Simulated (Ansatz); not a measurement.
A single point on `[OH][Zr]([OH])([Cl])[Br]`.

```yaml
crystal:
  periodic: [false, false, false]
  atoms:
    - {symbol: O, position_ang: [-1.239892, 0.659045, 0.949705]}
    - {symbol: Zr, position_ang: [-0.053237, 0.059163, -0.396434]}
    - {symbol: O, position_ang: [1.359730, -0.946899, 0.359597]}
    - {symbol: Cl, position_ang: [-1.239704, -1.306698, -1.904833]}
    - {symbol: Br, position_ang: [0.910162, 2.056574, -1.588176]}
    - {symbol: H, position_ang: [-1.750850, 0.902341, 1.716817]}
    - {symbol: H, position_ang: [2.013800, -1.423536, 0.863323]}
basis:
  gaussian: {orbitals: def2-TZVPP}
hamiltonian: {xc: pbe}
correlation: {method: rpa}
```

```sh
$ ansatz run in.yaml --threads 4 --pin off --events-out ev --progress --plain --max-ram 10444MiB
```

Shortened log:

```
Functional definition: PBE
1526 factors; integrals over basis functions are off by at most 5.8e-4 eV
mean field evaluation 1: about -87952.2079 eV, gradient 9.6e1 eV
mean field evaluation 2: about -87952.2033 eV, gradient 9.6e1 eV
mean field evaluation 4: about -87961.4102 eV, gradient 4.7e1 eV
mean field evaluation 8: about -87967.2339 eV, gradient 1.2e0 eV
mean field evaluation 16: about -87967.2365 eV, gradient 1.1e-2 eV
mean field -87967.23645048 eV, -3232.7363132208 hartree, gradient 1.3e-6 eV, S^2 0.000000; 0 other end points of the search recorded, 0 dependent functions left out
16 core orbitals not correlated: weight in the atoms' cores, before any rotation towards them, 1.000 or more for the frozen orbitals, at most 0.000 for the correlated occupied ones
reference -87883.43157514 eV, -3229.6565408571 hartree; 25, 25 occupied and 195, 195 virtual orbitals, 1526 factors
Total energy: -87936.41192191 eV, -3231.6035326894 hartree
```

It took 6 s on 4 threads of an Arm Neoverse V2 on a shared host, with 0.57 GiB of host memory at the peak.
